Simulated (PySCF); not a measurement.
Identify the unknown among the candidates.

All candidates are C5H7F3Si.

* 1H NMR: chemical shifts (computed TMS as zero) by class: 5.68 (1 H), 5.35 (1 H), 3.92 (3 H), 2.05 (2 H) ppm [GIAO PBE0/pcSseg-1]
* Rotational structure: rotational constants A, B, C: 1.718, 1.047, 0.734 GHz [GFN2-xTB]
* Triplet: lowest triplet excitation (Tamm–Dancoff): 3.15 eV [TDA PBE0/def2-SVPD]
* Polarisability: 92.3 au [PBE0/def2-SVPD]
* 13C NMR: chemical shifts (computed TMS as zero) by class: 168.5 (1 C), 141.0 (1 C), 139.1 (1 C), 118.5 (1 C), 17.4 (1 C) ppm [GIAO PBE0/pcSseg-1]
* NMR, other nuclei: isotropic shieldings of nuclei other than C and H, by class: 269 (1 F), 283 (1 F), 363 (1 F), 412 (1 Si) ppm [GIAO PBE0/pcSseg-1]

Electronic properties: PySCF, gas phase, density fitting. Levels stand in brackets. The structure is a single GFN2-xTB conformer in the gas phase; no vibrational or solvent corrections. NMR classes are plain means over equivalent atoms (diastereotopic ones count apart unless rotation or inversion swaps them), as if these changed places fast.

Question: Which candidate is it?
A. `C=C(C[SiH3])C(F)=C(F)F`
B. `FC(F)C1=CC[Si@H](F)C1`
C. `FC(F)=C(F)[C@@H]1CC[SiH2]1`

Answer: A. It is `C=C(C[SiH3])C(F)=C(F)F`. Numbering: `[CH2:1]=[C:2]([CH2:3][SiH3:4])[C:5]([F:6])=[C:7]([F:8])[F:9]`. Its formula, C5H7F3Si, gives 2 degrees of unsaturation: 0 rings and 2 π bonds in the structure found. 5 carbons fall into 5 classes; from least to most shielded: =CF2 carbon [C7] (168.5 ppm), fully substituted alkene carbon [C2] (141.0 ppm), vinylic C–F carbon [C5] (139.1 ppm), terminal =CH2 carbon [C1] (118.5 ppm), sp3 carbon bound to silicon [C3] (17.4 ppm). Hydrogen classes from least to most shielded: 1 H on a terminal =CH2 carbon, C1 (5.68 ppm), 1 H on a terminal =CH2 carbon, C1 (5.35 ppm), 3 H on an SiH3 silicon, Si4 (3.92 ppm), 2 H on an sp3 carbon bound to silicon, C3 (2.05 ppm). The other shieldings belong to: 269 ppm, vinyl fluorine [F9]; 283 ppm, vinyl fluorine [F8]; 363 ppm, vinyl fluorine [F6]; 412 ppm, SiH3 silicon [Si4]. The optimised geometry has point group C1 and is an asymmetric top.

The others, at the same levels:
- `FC(F)=C(F)[C@@H]1CC[SiH2]1` fails: its computed 13C shifts are 164.6 (1 C), 139.6 (1 C), 26.4 (1 C), 25.4 (1 C), 6.5 (1 C) ppm, 1H shifts are 5.00 (1 H), 4.94 (1 H), 2.94 (1 H), 2.74 (1 H), 2.56 (1 H), 1.51 (1 H), 1.32 (1 H) ppm and rotational constant A is 2.677 GHz (against 1.718 GHz).
- `FC(F)C1=CC[Si@H](F)C1` fails: its computed 13C shifts are 143.8 (1 C), 137.7 (1 C), 120.4 (1 C), 23.0 (1 C), 20.6 (1 C) ppm, 1H shifts are 6.62 (1 H), 6.43 (1 H), 5.73 (1 H), 1.99 (1 H), 1.84 (1 H), 1.81 (1 H), 1.61 (1 H) ppm and lowest triplet excitation (Tamm–Dancoff) is 4.30 eV (against 3.15 eV).

Each candidate is one conformer, not necessarily the lowest. Dipoles, sizes and rotational constants follow the conformer. The torsions of the flexible species, by atom-mapped SMILES:
- `[CH2:1]=[C:2]([CH2:3][SiH3:4])[C:5]([F:6])=[C:7]([F:8])[F:9]`: C1–C2–C3–Si4 98°, C1–C2–C5–F6 -3°
- `[F:1][C:2]([F:3])=[C:4]([F:5])[C@@H:6]1[CH2:7][CH2:8][SiH2:9]1`: C2–C4–C6–C7 -132°

The conformers of `FC(F)C1=CC[Si@H](F)C1` aren't listed.
